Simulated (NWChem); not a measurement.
# SiO2 anion, doublet; SMILES of the neutral closed-shell parent [Si](=O)=O

```xyz
3

O      1.4759     0.0000    -0.2647
Si     0.0000     0.0000     0.3025
O     -1.4759     0.0000    -0.2647
```
Atoms are numbered in this order, from 1.

Computed with NWChem. Spin-unrestricted. In the optimisation the excess spin sits in a1 (C2v, its own frame). Sets without diffuse functions describe the anion's extra electron poorly. Geometry: optimised at B3LYP/def2-SVPD, spin-unrestricted. This spin state was assumed; another may lie lower. No stability test was run on the SCF state. The highest occupied level is positive in some or all of these runs, so the extra electron may be held by the finite basis. Total energies compare along this basis series because the functional is fixed.

| level | basis functions | energy (Ha) | highest occupied level (eV) | lowest empty minus highest occupied level, either spin (eV) | <S²> | relative time |
|---|---|---|---|---|---|---|
| TPSS/cc-pVDZ | 46 | -440.0252 | 1.54 | 1.42 | 0.754 | 1 |
| TPSS/aug-cc-pVDZ | 73 | -440.0720 | 0.39 | 1.31 | 0.754 | 2 |
| TPSS/cc-pVTZ | 94 | -440.1176 | 0.92 | 1.47 | 0.755 | 3 |
| TPSS/aug-cc-pVTZ | 142 | -440.1340 | 0.32 | 1.33 | 0.755 | 3 |
| TPSS/cc-pVQZ | 169 | -440.1452 | 0.60 | 1.44 | 0.755 | 5 |

Times are rough ratios from one shared machine.
